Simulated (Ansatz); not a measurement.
Program: Ansatz. Geometries: PBE0-D4/def2-TZVP. ΔE: electronic, gas phase. CBS: MP2 limit from def2 TZ/QZ plus the TZ coupled-cluster correction, frozen cores. This one scheme is used for every species. Functionals use def2-TZVPP. B3LYP here is the variant with VWN-RPA as its local correlation; programs differ in this. For Ge outer-core shells are correlated without core-valence functions, which leaves a few kJ/mol of doubt a bond. Scalar relativity is left out up to krypton. Each species was taken in one conformer, which may not be the lowest.

`CO[SiH](F)[O][GeH3]` + H₂ → `CO[SiH2][O][GeH3]` + H–F  (hydrogenolysis of the Si–F bond)

| level | ΔE (kJ/mol) | difference from CCSD(T)/CBS |
| --- | --- | --- |
| PBE-D4 | 144.4 | -6.1 |
| r2SCAN-D4 | 159.3 | 8.8 |
| B3LYP-D4 | 153.4 | 2.9 |
| ωB97X-V | 152.2 | 1.7 |
| B2PLYP | 153.3 | 2.8 |
| PBE | 142.9 | -7.6 |
| r2SCAN | 158.9 | 8.4 |
| B3LYP | 151.0 | 0.5 |
| HF/def2-TZVPP | 152.6 | 2.1 |
| MP2/def2-TZVPP | 152.6 | 2.1 |
| HF/def2-QZVPP | 154.5 | 4.0 |
| MP2/def2-QZVPP | 153.7 | 3.2 |
| SCS-MP2/def2-QZVPP | 152.9 | 2.4 |
| HF/CBS(def2) | 154.8 | 4.3 |
| MP2/CBS(def2) | 153.4 | 2.9 |
| CCSD/CBS(def2) | 149.6 | -0.9 |
| CCSD(T)/CBS | 150.5 | 0 |

Largest T1 diagnostic among the species: 0.012.
